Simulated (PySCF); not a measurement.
C₄H₂BrCl, SMILES C#C/C(Cl)=C\Br. Coordinates come from a PBE-D3(BJ)/def2-SVP optimisation. The structure was generated by enumeration; whether it is a known compound was not checked.

Computed equilibrium geometry at PBE-D3(BJ)/def2-SVP (PySCF confirms it by a frequency run) as a Z-matrix, and its point group:
point group Cs.
```
C
C 1 1.3597
H 2 1.0984 1 121.66
C 1 1.4159 2 126.47 3 180.00
C 4 1.2258 2 154.79 3 180.00
H 5 1.0813 2 162.71 3 180.00
Cl 1 1.7595 2 117.69 3 0.00
Br 2 1.8746 3 115.37 1 180.00
```
